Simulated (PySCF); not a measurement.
# Electron correlation in I²⁺ (iodine, charge +2)

[Kr] 4d10 5s1 5p4, high-spin 4P determinant (an excited configuration). Calculation: PySCF 2.14, in x2c-TZVPPall (8s6p4d2f, 60 functions); the spin-free X2C one-electron Hamiltonian (Gaussian nucleus). Frozen: [Ar] 3d10; 23 electrons correlated.

MP2 pair energies summed by pair of shells (mhartree):

| pair | energy | share (%) |
| --- | --- | --- |
| 4d-4d | -244.69 | 46.4 |
| 4d-5p | -92.19 | 17.5 |
| 5p-5p | -54.62 | 10.4 |
| 4p-4d | -52.32 | 9.9 |
| 4p-4p | -23.36 | 4.4 |
| 4d-5s | -15.21 | 2.9 |
| 4s-4d | -14.83 | 2.8 |
| 4s-4p | -7.95 | 1.5 |
| 5s-5p | -7.75 | 1.5 |
| 4p-5p | -7.13 | 1.4 |
| 4p-5s | -3.64 | 0.7 |
| 4s-4s | -2.11 | 0.4 |
| 4s-5p | -0.99 | 0.2 |
| 4s-5s | -0.30 | 0.1 |

Total MP2 correlation energy: -527.10 mhartree.

Same-spin part -194.02 and opposite-spin part -333.08 mhartree; SCS-MP2 scales them by 1/3 and 6/5 to -464.37 mhartree.

This basis was not built for core-valence correlation, so the inner-shell part is incomplete.
